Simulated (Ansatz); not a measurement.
```yaml
crystal:
  periodic: [false, false, false]
  atoms:
    - {symbol: Pb, position_ang: [2.674878, -1.011556, 0.859062]}
    - {symbol: Pb, position_ang: [-1.890338, -2.747204, 1.695771]}
    - {symbol: Pb, position_ang: [2.070197, 2.027219, -1.495632]}
    - {symbol: Pb, position_ang: [-1.449996, 0.508327, -2.553409]}
    - {symbol: Pb, position_ang: [-1.419213, -2.630681, -1.364824]}
    - {symbol: Pb, position_ang: [-0.576922, 1.453402, 1.591975]}
    - {symbol: Te, position_ang: [0.448632, -1.271123, 2.795784]}
    - {symbol: Te, position_ang: [2.556780, 1.957280, 1.454450]}
    - {symbol: Te, position_ang: [-2.927681, -0.356046, 0.081870]}
    - {symbol: Te, position_ang: [1.189263, -1.027567, -1.894432]}
    - {symbol: Te, position_ang: [-0.675608, 3.097948, -1.170605]}
basis:
  gaussian: {orbitals: def2-SVP}
magnetization: {spin_polarized: true, initial_magnetization: 2}
hamiltonian: {xc: pbe0, dispersion: d4}
scf: {omitted_lower_state_checks: [starts]}
output: {orbitals: {seedname: orbitals}}
```

```sh
$ ansatz run in.yaml --threads 4 --pin off --events-out ev --progress --plain --max-ram 6963MiB
```

Q: Does this run fit into the memory that it is given?

A: No. It has 286 basis functions, and Ansatz plans for 8 GiB where 7 GiB are given.
